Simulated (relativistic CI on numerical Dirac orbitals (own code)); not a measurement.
**The 3-electron sequence from Eu LXI to Pb LXXX**

These numbers are calculated, not measured: Dirac-Coulomb-Breit CI, orbitals from a KLI potential per configuration, model QED (radiative potential, 1s self-energy scaled to tabulated hydrogen-like ionisation energies), unscaled Slater integrals (own radial code, finite nucleus).

Configurations in the expansion (outside the closed core 1s2): 2s, 2p, 3s, 3p, 3d. Levels of other configurations are missing.

Energies above each ion's lowest level, in eV. Levels are followed by their leading LS label, which can pass from one level to another where the coupling changes.

```tsv
Ion	2s ²S1/2	2p ²P°1/2	2p ²P°3/2	3s ²S1/2	3p ²P°1/2	3p ²P°3/2	3d ²D3/2
Eu LXI	0	150.08	881.76	7746.2	7787.3	8005	8016.5
Gd LXII	0	153.72	938.18	8022.9	8064.9	8298.4	8310
Tb LXIII	0	157.49	997.76	8305.8	8348.8	8599	8610.6
Dy LXIV	0	161.21	1060.4	8594.9	8638.9	8906.6	8918.4
Ho LXV	0	165.09	1126.6	8890.5	8935.4	9221.7	9233.6
Er LXVI	0	169	1196.3	9192.4	9238.4	9544.4	9556.3
Tm LXVII	0	173.05	1269.7	9501.1	9548.1	9874.8	9886.7
Yb LXVIII	0	177.08	1346.8	9816.4	9864.4	10213	10225
Lu LXIX	0	181.2	1428.1	10139	10188	10559	10571
Hf LXX	0	185.48	1513.6	10468	10518	10914	10926
Ta LXXI	0	189.81	1603.5	10804	10855	11277	11289
W LXXII	0	194.22	1697.9	11148	11200	11648	11661
Re LXXIII	0	198.72	1797.2	11499	11552	12029	12041
Os LXXIV	0	203.25	1901.5	11857	11912	12419	12431
Ir LXXV	0	207.95	2011	12224	12280	12818	12830
Pt LXXVI	0	212.67	2126	12598	12655	13226	13238
Au LXXVII	0	217.5	2246.7	12981	13039	13644	13656
Hg LXXVIII	0	222.37	2373.3	13371	13431	14073	14085
Tl LXXIX	0	227.36	2506.2	13771	13831	14511	14523
Pb LXXX	0	232.39	2645.5	14178	14240	14961	14973
```

The lowest level keeps the configuration 2s and J = 1/2 throughout.

Between Z = 79 and 82 the energy of 2p ²P°1/2 follows a local power law Z^1.8. For orientation: electrostatic splittings inside a shell grow about linearly with the screened charge, excitations that change n as its square, and fine structure as its fourth power; written in Z itself the exponents are larger, since the screened charge grows faster in proportion.
